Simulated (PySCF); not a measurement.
Parent: `[N:1]#[C:2][c:3]1[n:4][cH:5][cH:6][s:7]1`, C4H2N2S.

The calculation used PySCF 2.14.0, PBE0-D3(BJ)/def2-SVP geometry optimisation, gas phase. One conformer each, not checked by frequencies here.

```tsv
coordinate of the parent	value
N1≡C2	1.159 Å
C2–C3	1.424 Å
C3–N4	1.305 Å
N4–C5	1.355 Å
C5–C6	1.374 Å
C6–S7	1.708 Å
C3–S7	1.740 Å
N1–C2–C3	178.4°
C2–C3–N4	124.6°
C2–C3–S7	120.4°
N4–C3–S7	114.9°
C3–N4–C5	110.6°
N4–C5–C6	115.7°
C5–C6–S7	110.1°
C3–S7–C6	88.7°
```

Q: How does the shared frame change in `[CH3:1][N:2]([CH3:3])[c:4]1[cH:5][n:6][c:7]([C:8]#[N:9])[s:10]1`, C6H7N3S? Atoms pair as N1 = N9, C2 = C8, C3 = C7, N4 = N6, C5 = C5, C6 = C4, S7 = S10 (parent first).

A: 
```csv
parent,relative,value in the relative,change
N1≡C2,N9≡C8,1.161 Å,+0.002
C2–C3,C8–C7,1.418 Å,-0.006
C3–N4,C7–N6,1.302 Å,-0.003
N4–C5,N6–C5,1.347 Å,-0.008
C5–C6,C5–C4,1.395 Å,+0.021
C6–S7,C4–S10,1.735 Å,+0.027
C3–S7,C7–S10,1.757 Å,+0.017
N1–C2–C3,N9–C8–C7,178.2°,-0.2
C2–C3–N4,C8–C7–N6,125.8°,+1.2
C2–C3–S7,C8–C7–S10,120.0°,-0.4
N4–C3–S7,N6–C7–S10,114.3°,-0.6
C3–N4–C5,C7–N6–C5,112.2°,+1.6
N4–C5–C6,N6–C5–C4,115.6°,-0.1
C5–C6–S7,C5–C4–S10,109.1°,-1.0
C3–S7–C6,C7–S10–C4,88.8°,+0.1
```

Of the parent's bonds, C6–S7 changes most (+0.027 Å). Bonds of the relative outside the shared frame: C1–N2 1.441, N2–C3 1.442, N2–C4 1.358 Å. Point group Cs → C1.
